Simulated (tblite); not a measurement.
`[H]/[C]=C1\C(=C)C[C@H]1CO` [radical] (doublet state). Computed geometry: GFN2-xTB, gas phase. This method treats the open shell by occupation alone, without spin polarisation.

```
atom  x, y, z in Å
C1    -0.0329    2.0429   -0.2040
C2     0.2731    0.7959   -0.3078
C3     1.3181   -0.1531    0.1728
C4     2.4848    0.0301    0.7607
C5     0.5227   -1.3454   -0.2833
C6    -0.5296   -0.3786   -0.8638
C7    -1.9340   -0.3968   -0.2649
O8    -2.6203    0.7879   -0.5549
H9     0.3417    2.9682    0.1601
H10    2.8587    1.0145    0.9841
H11    3.1105   -0.8035    1.0360
H12    0.1523   -1.9656    0.5323
H13    1.0230   -1.9806   -1.0121
H14   -0.5839   -0.3750   -1.9536
H15   -2.5264   -1.2146   -0.6871
H16   -1.8635   -0.5426    0.8260
H17   -2.0014    1.5283   -0.3840
```

Q: Which two atoms are farthest apart?

A: O8···H11, 6.16 Å; the next longest distance is 6.06 Å.

Q: Work out the bond lengths C5–H12, C5–H13, C7–O8, C7–H16 in Å.

A: For C5–H12 the difference vector is (-0.3704, -0.6202, 0.8156) Å, of length 1.0895 Å. C5–H12 1.090; C5–H13 1.089; C7–O8 1.400; C7–H16 1.103 Å.

Q: Where is the centre of mass (commonest isotopes), and what is the radius of gyration?

A: Mass 109.065 u; centre at (-0.148, 0.168, -0.195) Å; Rg = √(Σ m r²/M) = 1.986 Å. As Ia + Ib + Ic = 2 Σ m r², the three principal moments sum to 860.3 u·Å².

Q: How far are the heavy atoms from their best plane (unweighted least squares)?

A: 0.289 Å rms; C1 0.12, C2 0.22, C3 0.06, C4 0.36, C5 0.14, C6 0.52, C7 0.39, O8 0.20 Å (magnitudes).

Q: What are the angles C1–C2–C3, C3–C5–C6, H12–C5–H13, C2–C6–C7?

A: From the scalar product of the two bond vectors; for C1–C2–C3 it is -1.4533 Å² over 1.2882 × 1.4912 Å², cos θ = -0.7566. C1–C2–C3 139.2°; C3–C5–C6 88.7°; H12–C5–H13 109.0°; C2–C6–C7 110.5°.

Q: How far apart are these pairs, which share no bond: C1···C3, C3···O8, C3···H13, C7···H14, H11···H15, H12···H14, H15···H16?

A: C1···C3 2.606 Å (2 bonds apart); C3···O8 4.114 Å (4 bonds apart); C3···H13 2.198 Å (2 bonds apart); C7···H14 2.162 Å (2 bonds apart); H11···H15 5.909 Å (6 bonds apart); H12···H14 3.042 Å (3 bonds apart); H15···H16 1.783 Å (2 bonds apart).

Q: What is the repulsion energy of the bare nuclei, Σ ZA·ZB/RAB?

A: 352.33 Eh over 136 pairs, with full nuclear charges and distances in bohr; the largest single term is 18.15 Eh (C7 with O8).

Q: Give the dihedral angles C1–C2–C6–H14, C6–C2–C3–C4, C2–C3–C4–H11, C3–C2–C6–H14.

A: C1–C2–C6–H14 75° (synclinal); C6–C2–C3–C4 176° (antiperiplanar); C2–C3–C4–H11 180° (antiperiplanar); C3–C2–C6–H14 -113° (anticlinal). Dihedral signs follow IUPAC: positive where, seen along the central bond, the front bond turns clockwise onto the rear one.

Q: Write the matrix of distances between heavy atoms (Å, lower triangle).

A: 
```
C1    0.000
C2    1.288  0.000
C3    2.606  1.491  0.000
C4    3.365  2.573  1.319  0.000
C5    3.434  2.156  1.504  2.614  0.000
C6    2.558  1.527  2.131  3.449  1.542  0.000
C7    3.094  2.509  3.290  4.556  2.634  1.527  0.000
O8    2.897  2.904  4.114  5.326  3.808  2.414  1.400  0.000
```

Its GFN2-xTB frequencies are all real (lowest 60 cm⁻¹). 2 starts were optimised and ended at 0.00 and 2.70 kcal/mol (GFN2-xTB); the lowest of these is shown.

One conformer stands for the species.
